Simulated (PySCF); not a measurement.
Species: C2H10GeO2Si2.
Cartesian coordinates in Å at the PBE0-D3(BJ)/def2-SVP level; atoms count from 1:
```
atom  x, y, z in Å
Ge1   -2.8913   -1.0288    0.6499
O2    -1.7567   -0.6979   -0.6880
Si3   -0.1131   -0.6832   -0.7818
C4     0.6027    1.0451   -1.0440
C5     1.8963    1.1513   -0.2049
Si6    1.6216    0.0857    1.3375
O7     0.5465   -1.0504    0.7206
H8    -4.2850   -0.7533    0.0681
H9    -2.7402   -2.4974    1.0786
H10   -2.5744   -0.0747    1.8152
H11    0.3135   -1.6974   -1.7845
H12    0.7683    1.2985   -2.1034
H13   -0.1586    1.7531   -0.6709
H14    2.1722    2.1948    0.0164
H15    2.7463    0.7161   -0.7590
H16    2.8542   -0.5830    1.8450
H17    0.9804    0.8352    2.4613
```

Theory: PySCF, delta-SCF UKS SCAN, pcX-2 on the ionised atom, pcseg-1 elsewhere, spin-free X2C. Vertical ΔSCF values, vacuum level as zero.

Some binding energies are withheld.

```csv
atom(s),bonded to,level,binding energy (eV)
C4,"C, 2 H and Si",C 1s,?
C5,"C, 2 H and Si",C 1s,290.26
O2,Ge and Si,O 1s,537.24
O7,2 Si,O 1s,?
Si3,"2 O, C and H",Si 1s,?
Si6,"O, C and 2 H",Si 1s,1846.98
Si3,"2 O, C and H",Si 2p3/2,107.25
Si6,"O, C and 2 H",Si 2p3/2,107.09
```

Q: Fill in O 1s for O7.

A: 537.42 eV (siloxane oxygen). The other listed O 1s value is that of O2; the shift against it is +0.18 eV.

Q: What is the C 1s binding energy of C4?

A: 290.14 eV (sp3 carbon bound to silicon). The other listed C 1s value is that of C5; the shift against it is -0.12 eV.

Q: What is the Si 1s binding energy of Si3?

A: 1847.31 eV (oxygen-bound silicon). The other listed Si 1s value is that of Si6; the shift against it is +0.33 eV.

The 2 C 1s values lie within 0.12 eV of each other; Gaussian lines of 0.5 eV full width would blend them into one maximum.

Q: What is the longest wavelength that can ionise C 1s of C5 vertically?

A: λ = hc/E = 12398.42 eV Å / 290.26 eV = 42.715 Å.

The 2p values aren't plain energy differences: one relaxed spin-free 2p hole is combined with a matrix within the shell (ground-state 2p orbital-energy differences and spin–orbit coupling). 2p3/2, the mean of its two sublevels, lies a third of the splitting below the shell's mean and 2p1/2 two thirds above it; the statistical areas are 2:1. 2p1/2 minus 2p3/2 (ligand field included): Si 0.63 eV. No level of germanium is listed. Geometry: PBE0-D3(BJ)/def2-SVP, one conformer, isolated molecule.

Time: 91 s; peak memory 0.85 GiB. Hardware: one thread, Arm Neoverse V1 (aarch64), no GPU (shared host).
